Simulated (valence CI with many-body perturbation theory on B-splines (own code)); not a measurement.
## Forbidden lines of Xe³¹⁺

Computed by configuration interaction combined with many-body perturbation theory (CI+MBPT): five valence electrons over a frozen Dirac-Fock core [Ar], radial functions for each j: 7 s, 7 p, 8 d, 6 f, 4 g, 1 h, with the one-electron correlation potential Σ1 (screened to all orders), the two-electron term Σ2, the three-electron term Σ3, Breit, model QED; selected single and double excitations, second order for the rest, scaled by the run's own slope (own B-spline code, finite nucleus).

No measured spectrum was set against this ion. As an estimate, large intervals hold to a few tenths of a per cent, small ones and those within an open d or f shell to about a per cent. Only levels of the ground parity were solved; by the run's estimate the other parity begins above the list, which can be wrong where configurations are misplaced.

Lines 1 to 50 of 120 in falling wavelength, among levels below 667790 cm⁻¹, chosen from the decays that carry over 1 % of a level's rate. Wavelengths and rates use the calculated energies. Electric multipoles are in the length gauge, E1 and E2 with the static RPA response of the core. Weak lines are less certain than strong ones. Lines between different terms over intervals too small for the method are left out, as are lines whose strength nearly cancels. Branching is blank where the lifetime is uncertain.

Levels are named by their leading jj configuration (3d3/2^4 stands for four electrons in 3d with j = 3/2), which in mixed levels can hold well under half, so a name can repeat and another be missing. Letters in brackets count levels of one name in rising energy.

| λ vac (nm) | Upper | Lower | Type | A (s⁻¹) | Branch % |
| --- | --- | --- | --- | --- | --- |
| 1219 | (3d3/2^3 3d5/2^2) J=11/2 | (3d3/2^3 3d5/2^2) J=7/2 [a] | E2 | 4.62e-08 |  |
| 594.9 | (3d3/2^3 3d5/2^2) J=9/2 | (3d3/2^3 3d5/2^2) J=11/2 | M1 | 8.19e+01 | 21.7 |
| 399.8 | (3d3/2^3 3d5/2^2) J=9/2 | (3d3/2^3 3d5/2^2) J=7/2 [a] | M1 | 2.95e+02 | 78.2 |
| 389.1 | (3d3/2^2 3d5/2^3) J=13/2 | (3d3/2^2 3d5/2^3) J=11/2 | M1 | 1.27e+02 | 3.5 |
| 318.9 | (3d3/2^3 3d5/2^2) J=3/2 [b] | (3d3/2^2 3d5/2^3) J=5/2 [a] | M1 | 1.45e+02 | 1.3 |
| 300.9 | (3d3/2^3 3d5/2^2) J=1/2 | (3d3/2^3 3d5/2^2) J=3/2 [a] | M1 | 1.41e+03 | 99.9 |
| 249.9 | (3d3/2^2 3d5/2^3) J=7/2 [b] | (3d3/2^2 3d5/2^3) J=5/2 [b] | M1 | 3.13e+02 | 2.4 |
| 246.4 | (3d3/2^3 3d5/2^2) J=7/2 [b] | (3d3/2^3 3d5/2^2) J=5/2 [b] | M1 | 9.12e+02 | 15.8 |
| 187.2 | (3d3/2^2 3d5/2^3) J=9/2 [b] | (3d3/2^2 3d5/2^3) J=9/2 [a] | M1 | 8.74e+02 | 1.6 |
| 186.0 | (3d3/2^2 3d5/2^3) J=3/2 [a] | (3d3/2^2 3d5/2^3) J=5/2 [a] | M1 | 2.08e+03 | 2.8 |
| 181.4 | (3d3/2^2 3d5/2^3) J=9/2 [a] | (3d3/2^3 3d5/2^2) J=7/2 [b] | M1 | 1.63e+03 | 9.3 |
| 174.1 | (3d3/2^3 3d5/2^2) J=7/2 [a] | (3d3/2^3 3d5/2^2) J=5/2 [a] | M1 | 3.14e+03 | 31.5 |
| 160.3 | (3d3/2^3 3d5/2^2) J=3/2 [a] | (3d3/2^3 3d5/2^2) J=5/2 [a] | M1 | 1.48e+03 | 3.5 |
| 151.4 | (3d3/2^2 3d5/2^3) J=7/2 [b] | (3d3/2^2 3d5/2^3) J=9/2 [a] | M1 | 3.88e+02 | 2.9 |
| 145.4 | (3d3/2^3 3d5/2^2) J=7/2 [b] | (3d3/2^3 3d5/2^2) J=7/2 [a] | M1 | 2.12e+03 | 36.8 |
| 142.6 | (3d3/2 3d5/2^4) J=7/2 [a] | (3d3/2^2 3d5/2^3) J=5/2 [c] | M1 | 2.33e+03 | 3.0 |
| 142.6 | (3d3/2^2 3d5/2^3) J=9/2 [c] | (3d3/2^2 3d5/2^3) J=7/2 [b] | M1 | 1.12e+03 | 4.0 |
| 135.2 | (3d3/2^3 3d5/2^2) J=3/2 [b] | (3d3/2^3 3d5/2^2) J=1/2 | M1 | 6.16e+02 | 5.7 |
| 130.9 | (3d3/2^2 3d5/2^3) J=7/2 [a] | (3d3/2^3 3d5/2^2) J=5/2 [b] | M1 | 3.49e+03 | 15.9 |
| 125.7 | (3d3/2^2 3d5/2^3) J=7/2 [a] | (3d3/2^3 3d5/2^2) J=9/2 | M1 | 7.31e+03 | 33.2 |
| 125.2 | (3d3/2^2 3d5/2^3) J=3/2 [b] | (3d3/2^2 3d5/2^3) J=3/2 [a] | M1 | 3.23e+03 | 15.0 |
| 123.8 | (3d3/2^2 3d5/2^3) J=5/2 [a] | (3d3/2^3 3d5/2^2) J=7/2 [a] | M1 | 5.99e+03 | 11.9 |
| 123.2 | (3d3/2^2 3d5/2^3) J=5/2 [b] | (3d3/2^3 3d5/2^2) J=7/2 [b] | M1 | 2.76e+03 | 6.4 |
| 121.8 | (3d3/2^2 3d5/2^3) J=5/2 [c] | (3d3/2^3 3d5/2^2) J=3/2 [b] | M1 | 5.15e+03 | 9.2 |
| 120.8 | (3d3/2^2 3d5/2^3) J=9/2 [c] | (3d3/2^2 3d5/2^3) J=9/2 [b] | M1 | 7.20e+03 | 26.1 |
| 119.1 | (3d3/2^3 3d5/2^2) J=3/2 [b] | (3d3/2^3 3d5/2^2) J=5/2 [b] | M1 | 1.85e+03 | 17.1 |
| 119.0 | (3d3/2^2 3d5/2^3) J=11/2 | (3d3/2^3 3d5/2^2) J=9/2 | M1 | 2.72e+03 |  |
| 117.1 | (3d3/2^2 3d5/2^3) J=7/2 [b] | (3d3/2^2 3d5/2^3) J=7/2 [a] | M1 | 2.81e+03 | 21.1 |
| 116.8 | (3d3/2^3 3d5/2^2) J=5/2 [b] | (3d3/2^3 3d5/2^2) J=5/2 [a] | M1 | 1.73e+04 | 86.6 |
| 115.3 | (3d3/2^2 3d5/2^3) J=1/2 [a] | (3d3/2^3 3d5/2^2) J=1/2 | M1 | 1.58e+04 | 48.0 |
| 114.9 | (3d3/2 3d5/2^4) J=7/2 [a] | (3d3/2^2 3d5/2^3) J=9/2 [b] | M1 | 4.08e+03 | 5.2 |
| 111.5 | (3d3/2^2 3d5/2^3) J=5/2 [c] | (3d3/2^2 3d5/2^3) J=7/2 [a] | M1 | 5.69e+03 | 10.1 |
| 111.0 | (3d3/2 3d5/2^4) J=5/2 [a] | (3d3/2^2 3d5/2^3) J=3/2 [a] | M1 | 6.75e+03 | 6.0 |
| 108.1 | (3d3/2^3 3d5/2^2) J=5/2 [a] | (3d3/2^4 3d5/2) J=5/2 | M1 | 2.02e+04 | 100.0 |
| 103.8 | (3d3/2^2 3d5/2^3) J=3/2 [a] | (3d3/2^3 3d5/2^2) J=1/2 | M1 | 2.00e+03 | 2.7 |
| 102.9 | (3d3/2 3d5/2^4) J=11/2 | (3d3/2^2 3d5/2^3) J=9/2 [b] | M1 | 3.80e+03 | 5.0 |
| 101.1 | (3d3/2^2 3d5/2^3) J=1/2 [b] | (3d3/2^2 3d5/2^3) J=3/2 [a] | M1 | 4.10e+03 | 7.3 |
| 99.15 | (3d3/2^2 3d5/2^3) J=11/2 | (3d3/2^3 3d5/2^2) J=11/2 | M1 | 1.60e+04 |  |
| 98.84 | (3d3/2^2 3d5/2^3) J=7/2 [c] | (3d3/2^2 3d5/2^3) J=9/2 [a] | M1 | 4.69e+02 | 1.2 |
| 97.77 | (3d3/2^2 3d5/2^3) J=3/2 [b] | (3d3/2^3 3d5/2^2) J=3/2 [b] | M1 | 2.19e+02 | 1.0 |
| 95.64 | (3d3/2^2 3d5/2^3) J=7/2 [a] | (3d3/2^3 3d5/2^2) J=7/2 [a] | M1 | 6.61e+03 | 30.0 |
| 94.05 | (3d3/2^2 3d5/2^3) J=3/2 [a] | (3d3/2^3 3d5/2^2) J=5/2 [b] | M1 | 3.63e+03 | 4.8 |
| 93.30 | (3d3/2^3 3d5/2^2) J=3/2 [b] | (3d3/2^3 3d5/2^2) J=3/2 [a] | M1 | 1.59e+03 | 14.6 |
| 92.14 | (3d3/2^2 3d5/2^3) J=9/2 [b] | (3d3/2^3 3d5/2^2) J=7/2 [b] | M1 | 3.54e+03 | 6.5 |
| 88.15 | (3d3/2^2 3d5/2^3) J=5/2 [c] | (3d3/2^2 3d5/2^3) J=5/2 [a] | M1 | 6.47e+03 | 11.5 |
| 87.44 | (3d3/2 3d5/2^4) J=7/2 [a] | (3d3/2^2 3d5/2^3) J=5/2 [b] | M1 | 1.18e+04 | 15.1 |
| 86.43 | (3d3/2^2 3d5/2^3) J=9/2 [a] | (3d3/2^3 3d5/2^2) J=11/2 | M1 | 6.72e+03 | 38.4 |
| 83.38 | (3d3/2^2 3d5/2^3) J=1/2 [a] | (3d3/2^3 3d5/2^2) J=3/2 [a] | M1 | 1.71e+04 | 51.9 |
| 83.32 | (3d3/2 3d5/2^4) J=5/2 [a] | (3d3/2^2 3d5/2^3) J=7/2 [a] | M1 | 1.33e+04 | 11.9 |
| 82.52 | (3d3/2^2 3d5/2^3) J=7/2 [b] | (3d3/2^3 3d5/2^2) J=7/2 [b] | M1 | 1.64e+03 | 12.3 |
